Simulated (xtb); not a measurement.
Al(F)(Br)(OH) (AlBrFHO), SMILES [OH][Al]([F])[Br]. All values are semi-empirical tight-binding results from xtb (GFN2-xTB unless named), good for trends rather than for accurate numbers. The structure is a stationary point at GFN2-xTB. Other conformers were not sampled.

Optimised geometry:

```xyz
5

Al    -0.0345     0.9551     0.0000
F     -1.4866     1.7277     0.0000
Br     0.0217    -1.2739     0.0000
O      1.3660     1.7871     0.0000
H      2.1425     2.3251     0.0000
```
Charge 0, spin multiplicity 1.

For metal compounds this method's bond lengths and energies can be far off.

- point group as xtb finds it: Cs
- orbital gap: 4.36 eV
- zero-point energy: 10.3 kcal/mol
- G − E(el) at 298.15 K (modified RRHO): -9.0 kcal/mol

Computed atomic charges and the Wiberg bond orders between heavy atoms:
charges (e) Al1 0.50, F2 -0.25, Br3 -0.11, O4 -0.46, H5 0.33. Bond orders Al1–F2 1.22, Al1–Br3 1.28, Al1–O4 1.38.
